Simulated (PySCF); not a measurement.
## Dipole response of K (potassium, neutral)

[Ar] 4s1, 2S determinant. All numbers are calculated (PySCF 2.14, scalar relativity by spin-free X2C-1e, in x2c-QZVPPall with one added diffuse shell each of s, p, d, f type (12s8p5d4f, 89 functions)). Coupled (time-dependent) response in atomic units; α is the mean over directions.

```json
{"method": "UHF", "mean α (bohr³)": "408.0", "C₆ (like pair)": "6430", "S(−4)": "160400"}
{"method": "PBE", "mean α (bohr³)": "321.3", "C₆ (like pair)": "4507", "S(−4)": "100400"}
{"method": "PBE0", "mean α (bohr³)": "345.8", "C₆ (like pair)": "5026", "S(−4)": "115900"}
```

S(−4) is the Cauchy moment in α(ω) = α(0) + S(−4) ω² + …

Reference α: 289.7 ± 0.3 bohr³ (recommended; Schwerdtfeger and Nagle, table of static dipole polarizabilities (2023 update)). Published C₆: 3923 (Chu and Dalgarno (2004); Tang, Norbeck and Certain (1976)).

Hartree-Fock lies above the reference because it lacks correlation, which contracts the outer shell.

α(iu) at PBE:

| u (hartree) | α(iu) (bohr³) |
| --- | --- |
| 0 | 321.3 |
| 0.0500 | 181.6 |
| 0.100 | 81.40 |
| 0.200 | 28.68 |
| 0.300 | 15.98 |
| 0.500 | 8.463 |
| 0.750 | 5.353 |
| 1.00 | 3.815 |
| 1.50 | 2.232 |
| 2.00 | 1.453 |
| 3.00 | 0.7494 |
| 5.00 | 0.3078 |
